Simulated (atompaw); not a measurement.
**PBE PAW (atompaw) dataset for Pt, scalar-relativistic all-electron reference.**

- Element: platinum
- Generator: atompaw 4.2.0.5
- Type: PAW
- Functional: PBE
- Relativity: scalar-relativistic
- Frozen core: [Xe] 4f14
- Valence charge: 10
- Reference configuration: 5d9 6s0.75 6p0.25
- Partial waves: 6s (bound): rc 3.00 bohr; 6s channel at 0.25 Ry: rc 2.85 bohr; 6p (bound): rc 3.00 bohr; 6p channel at 0.25 Ry: rc 3.00 bohr; 5d (bound): rc 1.90 bohr; 5d channel at -0.1 Ry: rc 1.90 bohr
- Local potential: troulliermartins scheme with l = 3 at 0.5 Ry, radius 2.45 bohr
- Core correction: smooth core density matched at 2.20 bohr
- Augmentation charge: sinc compensation charge, radius 2.60 bohr; PAW radius 3.00 bohr; waves and projectors: custom rrkj vanderbiltortho

All-electron outer shells of the reference configuration (PBE, scalar-relativistic, ld1.x):

```csv
shell,level (eV),outermost node (bohr),outermost maximum (bohr)
4f,-70.64,–,0.38
5p,-56.59,0.53,0.98
5d,-6.69,0.57,1.26
6s,-6.08,1.14,2.38
6p,-1.16,1.36,3.64
```

What the tests gave:

```json
{
 "Cutoffs needed": "30 Ry and 50 Ry (the cutoffs (Ry, on a coarse ladder) from which the occupation-weighted sum of valence levels, in a spherical-Bessel basis at the reference potential, stays within 10 and 1 mRy of its value at 400 Ry)",
 "Ghost test": "ghost state, extra bound levels that the all-electron valence spectrum of the same l lacks: s at -8.5 eV; a true bound ghost makes a file unfit for plane-wave use (spherical-Bessel basis up to 400 Ry, 20 bohr box)",
 "Lowest eigenvalue of the overlap operator": "0.36 (s channel)",
 "Overlap eigenvalues printed by atompaw (projector basis)": "0.0237, 0.167, 0.51, 32, 1.58e+03, 6.26e+05",
 "Share of each valence orbital outside the PAW sphere": "6s 40 %, 6p 83 %, 5d 6 %"
}
```

Generation and tests took about 12 s on one core of a shared server CPU.
